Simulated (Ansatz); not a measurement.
`C[NH][SnH2][OH]` + `O[SiH3]` → `O[SiH2][SnH2][OH]` + CH₃NH₂  (formal exchange of groups at the Sn–N bond)

Computed with Ansatz on PBE0-D4/def2-TZVP structures; ΔE is electronic, products minus reactants. CBS: MP2 limit from def2 TZ/QZ plus the TZ coupled-cluster correction, frozen cores. DFT in def2-TZVPP. def2 core potentials past Kr. For Sn outer-core shells are correlated without core-valence functions, which leaves a few kJ/mol of doubt a bond. One conformer a species, not always the lowest.

`C[NH][SnH2][OH]`:

Z-matrix (Å, degrees):
```
C
N 1 1.451
H 1 1.098 2 114.6
H 1 1.095 2 110.4 3 122.1
H 1 1.094 2 109.7 3 -120.6
Sn 2 2.011 1 120.9 3 75.2
H 2 1.010 1 112.0 3 -64.7
O 6 1.977 2 112.0 1 -56.7
H 6 1.697 2 108.5 1 55.4
H 6 1.707 2 106.9 1 -176.4
H 8 0.960 6 113.5 2 -68.7
```

`O[SiH3]`:

Cartesian coordinates in Å:
```
O -0.639 0.359 1.051
Si 0.176 0.059 -0.349
H -0.807 -0.379 1.638
H 1.535 -0.491 -0.087
H 0.286 1.363 -1.041
H -0.552 -0.912 -1.212
```

`O[SiH2][SnH2][OH]`:

Cartesian coordinates in Å:
```
O -1.568 1.223 -1.003
Si -0.979 0.838 0.493
Sn 0.809 -1.020 0.340
O 2.378 -0.315 -0.636
H -2.086 0.561 -1.464
H -2.070 0.402 1.413
H -0.370 2.084 1.015
H 1.494 -1.515 1.821
H 0.253 -2.396 -0.530
H 2.139 0.137 -1.448
```

CH₃NH₂:

```xyz
7

C     0.066   -0.405    0.393
N    -0.176    0.379   -0.806
H     0.347    0.174    1.285
H     0.864   -1.126    0.200
H    -0.830   -0.980    0.637
H     0.647    0.911   -1.057
H    -0.919    1.047   -0.652
```

```
        level  ΔE (eV)
      PBE0-D4    -0.27
HF/def2-TZVPP    -0.06
```

**Question.** What does CCSD(T)/CBS give? (Estimate.)

**Answer.** Ansatz gave: -0.10 eV. The listed levels differ from it by -0.17, 0.04 eV.

Largest T1 diagnostic among the species: 0.014.
